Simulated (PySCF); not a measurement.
# Electron correlation in Ni¹⁴⁺ (nickel, charge +14)

[Ne] 3s2 3p2, high-spin 3P determinant. Calculation: PySCF 2.14, in an even-tempered Gaussian basis (17 s from 0.93 bohr⁻², ratio 2.5; 11 p from 1.2 bohr⁻², ratio 2.5; 5 d from 6.3 bohr⁻², ratio 2.7; 4 f from 9.5 bohr⁻², ratio 2.7); no relativity, point nucleus. Frozen: 1s2; 12 electrons correlated; the 18 highest virtual orbitals of each spin left out.

| level | correlation energy (mhartree) |
| --- | --- |
| CCSD | -464.73 |
| (T) | -2.59 |
| CCSD(T) | -467.32 |

Diagnostics: T1 = 0.0021, D1 = 0.0089, largest double amplitude 0.088.

**Question.** Is a single reference adequate?

**Answer.** Mostly. T1 lies below 0.03, but a double amplitude of this size points to a near-degeneracy that CCSD handles and MP2 describes poorly.
